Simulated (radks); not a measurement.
Removal energies from the europium ion Eu3+, [Xe] 4f6, by Delta-SCF beside the eigenvalue of the level emptied. All-electron calculation, non-relativistic Kohn-Sham, PBE, spin-polarised, spherical densities, point nucleus. Program: a radial shooting solver on a logarithmic mesh with Libxc functionals. Open shells are filled with parallel spins first.

| removed from | final configuration | Delta-SCF (eV) | -eigenvalue (eV) |
|---|---|---|---|
| 4f | [Xe] 4f5 | 48.902 | 38.886 |
| 5p | [Kr] 4d10 4f6 5s2 5p5 | 55.155 | 48.820 |
| 5s | [Kr] 4d10 4f6 5s1 5p6 | 72.335 | 65.490 |
| 4d | [Kr] 4d9 4f6 5s2 5p6 | 176.78 | 165.83 |
